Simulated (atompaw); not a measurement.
An all-electron radial function and its pseudo partner (B (Z = 5))

Columns: radius, all-electron u(r) and pseudo u(r) of the 2s shell (level -9.38 eV) of boron in the configuration [He] 2s2 2p1; LDA (PW92), non-relativistic, PAW (atompaw) scheme, atompaw 4.2.0.5.

```json
{"r (bohr)": "0.115", "all-electron": "0.2862", "pseudo": "-0.0880"}
{"r (bohr)": "0.231", "all-electron": "0.2860", "pseudo": "-0.1752"}
{"r (bohr)": "0.346", "all-electron": "0.1655", "pseudo": "-0.2587"}
{"r (bohr)": "0.462", "all-electron": "0.0031", "pseudo": "-0.3386"}
{"r (bohr)": "0.577", "all-electron": "-0.1601", "pseudo": "-0.4122"}
{"r (bohr)": "0.692", "all-electron": "-0.3077", "pseudo": "-0.4792"}
{"r (bohr)": "0.808", "all-electron": "-0.4336", "pseudo": "-0.5391"}
{"r (bohr)": "0.923", "all-electron": "-0.5339", "pseudo": "-0.5902"}
{"r (bohr)": "1.038", "all-electron": "-0.6106", "pseudo": "-0.6325"}
{"r (bohr)": "1.154", "all-electron": "-0.6664", "pseudo": "-0.6661"}
{"r (bohr)": "1.269", "all-electron": "-0.7029", "pseudo": "-0.6904"}
{"r (bohr)": "1.385", "all-electron": "-0.7236", "pseudo": "-0.7059"}
{"r (bohr)": "1.500", "all-electron": "-0.7310", "pseudo": "-0.7129"}
{"r (bohr)": "1.615", "all-electron": "-0.7278", "pseudo": "-0.7120"}
{"r (bohr)": "1.731", "all-electron": "-0.7160", "pseudo": "-0.7040"}
{"r (bohr)": "1.846", "all-electron": "-0.6979", "pseudo": "-0.6897"}
{"r (bohr)": "1.962", "all-electron": "-0.6747", "pseudo": "-0.6700"}
{"r (bohr)": "2.077", "all-electron": "-0.6482", "pseudo": "-0.6461"}
{"r (bohr)": "2.192", "all-electron": "-0.6192", "pseudo": "-0.6189"}
{"r (bohr)": "2.308", "all-electron": "-0.5885", "pseudo": "-0.5892"}
{"r (bohr)": "2.423", "all-electron": "-0.5573", "pseudo": "-0.5582"}
{"r (bohr)": "2.538", "all-electron": "-0.5258", "pseudo": "-0.5266"}
{"r (bohr)": "2.654", "all-electron": "-0.4943", "pseudo": "-0.4948"}
{"r (bohr)": "2.769", "all-electron": "-0.4637", "pseudo": "-0.4639"}
{"r (bohr)": "2.885", "all-electron": "-0.4337", "pseudo": "-0.4337"}
{"r (bohr)": "3.000", "all-electron": "-0.4049", "pseudo": "-0.4049"}
```

(1) How many radial nodes do the two functions have?

(2) Is the pseudo-wave norm-conserving?

## Answers

(1) The all-electron 2s function has n − l − 1 = 1; the pseudo-wave has 0, since the states of the same l below it are removed with the core.

(2) No, it belongs to a PAW set: the norm inside the radius is not constrained, and the difference is carried by the augmentation charge.
